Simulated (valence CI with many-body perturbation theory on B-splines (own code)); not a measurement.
**Yb XXXVII: electric-dipole lines**

Calculated by valence CI with perturbative core correlation (CI+MBPT): six valence electrons over a frozen Dirac-Fock core [Ar] 3d10, a basis of 9 s, 9 p, 8 d, 6 f, 3 g, 1 h functions for each j, with the one-electron correlation potential Σ1 (screened to all orders), the two-electron term Σ2, the three-electron term Σ3, Breit, model QED; selected single and double excitations, second order for the rest, scaled by the run's own slope (own B-spline code, finite nucleus).

No measured spectrum was set against this ion. As an estimate, large intervals hold to a few tenths of a per cent, small ones and those within an open d or f shell to about a per cent. Among the levels kept, up to 640 cm⁻¹ of a level comes from second order outside the variational space, and about a tenth of that is noise between levels of different J, which matters for small intervals.

Lines 51 to 90 of 90 in falling wavelength, among levels below 2010900 cm⁻¹, chosen from the strongest by gf and those to the six lowest levels. Wavelengths and rates use the calculated energies. Electric multipoles are in the length gauge, E1 and E2 with the static RPA response of the core. Weak lines are less certain than strong ones. Lines between different terms over intervals too small for the method are left out, as are lines whose strength nearly cancels. The highest levels of a list are the least certain.

Levels are named by their leading jj configuration (3d3/2^4 stands for four electrons in 3d with j = 3/2), which in mixed levels can hold well under half, so a name can repeat and another be missing. Letters in brackets count levels of one name in rising energy.

```tsv
λ vac (Å)	Upper	Lower	A (s⁻¹)	S (a.u.)
75.65	(4s^2 4p1/2 4p3/2^2 4d3/2) J=1 [c]	(4s^2 4p1/2 4p3/2^3) J=1	4.02e+10	2.58e-02
75.46	(4s^2 4p1/2 4p3/2^2 4d5/2) J=2 [a]	(4s^2 4p1/2 4p3/2^3) J=1	3.01e+09	3.19e-03
74.52	(4s^2 4p1/2 4p3/2^2 4d5/2) J=2 [b]	(4s^2 4p1/2 4p3/2^3) J=2	1.55e+11	1.58e-01
74.41	(4s^2 4p1/2^2 4p3/2 4d5/2) J=1 [a]	(4s^2 4p1/2^2 4p3/2^2) J=2	2.02e+11	1.23e-01
74.13	(4s^2 4p1/2^2 4p3/2 4d5/2) J=3	(4s^2 4p1/2^2 4p3/2^2) J=2	3.19e+11	4.49e-01
74.12	(4s^2 4p1/2^2 4p3/2 4d5/2) J=2 [b]	(4s^2 4p1/2^2 4p3/2^2) J=2	2.96e+11	2.98e-01
73.84	(4s^2 4p1/2^2 4p3/2 4d5/2) J=1 [b]	(4s^2 4p1/2^2 4p3/2^2) J=0	2.95e+11	1.76e-01
73.84	(4s^2 4p1/2 4p3/2^2 4d5/2) J=1 [b]	(4s^2 4p1/2 4p3/2^3) J=2	8.70e+08	5.19e-04
72.77	(4s^2 4p1/2 4p3/2^2 4d5/2) J=3 [c]	(4s^2 4p1/2 4p3/2^3) J=2	4.36e+11	5.81e-01
72.70	(4s^2 4p1/2 4p3/2^2 4d5/2) J=2 [b]	(4s^2 4p1/2 4p3/2^3) J=1	2.00e+11	1.90e-01
72.44	(4s 4p1/2 4p3/2^4) J=0	(4s^2 4p1/2 4p3/2^3) J=1	4.43e+11	8.32e-02
72.05	(4s^2 4p1/2 4p3/2^2 4d5/2) J=1 [b]	(4s^2 4p1/2 4p3/2^3) J=1	3.84e+11	2.13e-01
71.36	(4s^2 4p1/2 4p3/2^2 4d5/2) J=2 [c]	(4s^2 4p1/2 4p3/2^3) J=2	3.53e+11	3.16e-01
70.46	(4s^2 4p1/2^2 4p3/2 4d5/2) J=1 [b]	(4s^2 4p1/2^2 4p3/2^2) J=2	6.94e+10	3.59e-02
70.24	(4s 4p1/2 4p3/2^4) J=1	(4s^2 4p1/2 4p3/2^3) J=2	8.64e+11	4.43e-01
69.69	(4s^2 4p1/2 4p3/2^2 4d5/2) J=2 [c]	(4s^2 4p1/2 4p3/2^3) J=1	5.11e+11	4.27e-01
68.62	(4s 4p1/2 4p3/2^4) J=1	(4s^2 4p1/2 4p3/2^3) J=1	2.49e+09	1.19e-03
63.72	(4s^2 4p1/2 4p3/2^2 4d3/2) J=1 [a]	(4s^2 4p1/2^2 4p3/2^2) J=0	1.19e+10	4.56e-03
61.19	(4s^2 4p1/2 4p3/2^2 4d3/2) J=1 [a]	(4s^2 4p1/2^2 4p3/2^2) J=2	1.55e+10	5.24e-03
61.09	(4s^2 4p1/2 4p3/2^2 4d3/2) J=2 [a]	(4s^2 4p1/2^2 4p3/2^2) J=2	5.73e+09	3.22e-03
60.13	(4s^2 4p1/2 4p3/2^2 4d3/2) J=3 [a]	(4s^2 4p1/2^2 4p3/2^2) J=2	1.04e+10	7.84e-03
58.75	(4s^2 4p1/2 4p3/2^2 4d5/2) J=1 [a]	(4s^2 4p1/2^2 4p3/2^2) J=0	2.67e+09	8.00e-04
57.63	(4s^2 4p1/2 4p3/2^2 4d3/2) J=2 [b]	(4s^2 4p1/2^2 4p3/2^2) J=2	6.78e+10	3.20e-02
57.39	(4s^2 4p1/2 4p3/2^2 4d3/2) J=1 [b]	(4s^2 4p1/2^2 4p3/2^2) J=0	9.31e+09	2.60e-03
57.05	(4s^2 4p1/2 4p3/2^2 4d5/2) J=3 [a]	(4s^2 4p1/2^2 4p3/2^2) J=2	3.48e+10	2.23e-02
56.59	(4s^2 4p1/2 4p3/2^2 4d5/2) J=1 [a]	(4s^2 4p1/2^2 4p3/2^2) J=2	4.73e+09	1.27e-03
55.47	(4s^2 4p1/2 4p3/2^2 4d3/2) J=1 [c]	(4s^2 4p1/2^2 4p3/2^2) J=0	1.11e+12	2.81e-01
55.34	(4s^2 4p1/2 4p3/2^2 4d3/2) J=2 [c]	(4s^2 4p1/2^2 4p3/2^2) J=2	1.27e+12	5.30e-01
55.33	(4s^2 4p1/2 4p3/2^2 4d3/2) J=1 [b]	(4s^2 4p1/2^2 4p3/2^2) J=2	1.31e+12	3.30e-01
55.20	(4s^2 4p1/2 4p3/2^2 4d3/2) J=3 [b]	(4s^2 4p1/2^2 4p3/2^2) J=2	1.29e+12	7.47e-01
53.55	(4s^2 4p1/2 4p3/2^2 4d3/2) J=1 [c]	(4s^2 4p1/2^2 4p3/2^2) J=2	4.76e+10	1.08e-02
53.51	(4s^2 4p1/2 4p3/2^2 4d5/2) J=1 [b]	(4s^2 4p1/2^2 4p3/2^2) J=0	2.67e+11	6.06e-02
53.45	(4s^2 4p1/2 4p3/2^2 4d5/2) J=2 [a]	(4s^2 4p1/2^2 4p3/2^2) J=2	3.67e+09	1.38e-03
52.75	(4s^2 4p1/2 4p3/2^2 4d5/2) J=3 [b]	(4s^2 4p1/2^2 4p3/2^2) J=2	2.70e+08	1.37e-04
52.05	(4s^2 4p1/2 4p3/2^2 4d5/2) J=2 [b]	(4s^2 4p1/2^2 4p3/2^2) J=2	5.39e+10	1.88e-02
51.72	(4s^2 4p1/2 4p3/2^2 4d5/2) J=1 [b]	(4s^2 4p1/2^2 4p3/2^2) J=2	6.12e+10	1.25e-02
51.60	(4s 4p1/2 4p3/2^4) J=1	(4s^2 4p1/2^2 4p3/2^2) J=0	1.13e+09	2.29e-04
51.19	(4s^2 4p1/2 4p3/2^2 4d5/2) J=3 [c]	(4s^2 4p1/2^2 4p3/2^2) J=2	4.31e+10	2.00e-02
50.49	(4s^2 4p1/2 4p3/2^2 4d5/2) J=2 [c]	(4s^2 4p1/2^2 4p3/2^2) J=2	2.50e+10	7.95e-03
49.92	(4s 4p1/2 4p3/2^4) J=1	(4s^2 4p1/2^2 4p3/2^2) J=2	1.45e+10	2.66e-03
```
